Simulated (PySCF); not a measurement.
**Ionisation energy of Mn²³⁺ by level of theory**

Mn²³⁺ 1s2 (1S) → Mn²⁴⁺ 1s1 (2S), as a difference of total energies. Computed with PySCF 2.14 in an uncontracted even-tempered set (17 s from 24 bohr⁻², ratio 2.2; 7 p from 37 bohr⁻², ratio 2.4; 4 d from 110 bohr⁻², ratio 2.4; 3 f from 160 bohr⁻², ratio 2.4; 3 g from 250 bohr⁻², ratio 2.4), with scalar relativity by spin-free X2C-1e. Correlated levels: nothing frozen; virtual orbitals above 40 to 60 times the deepest correlated orbital energy dropped. The calculations carry no spin-orbit coupling.

| method | ionisation energy (eV) |
| --- | --- |
| UHF | 8145.4 |
| LDA | 8121.1 |
| PBE | 8142.9 |
| PBE0 | 8143.8 |
| r2SCAN | 8147.0 |
| BHandHLYP | 8146.2 |
| r2SCAN0 | 8146.9 |
| MP2 (all electrons) | 8146.7 |
| SCS-MP2 (all electrons) | 8146.9 |

For comparison: 8140.8 eV (theoretical estimate listed by NIST; NIST Atomic Spectra Database, ionization energies).
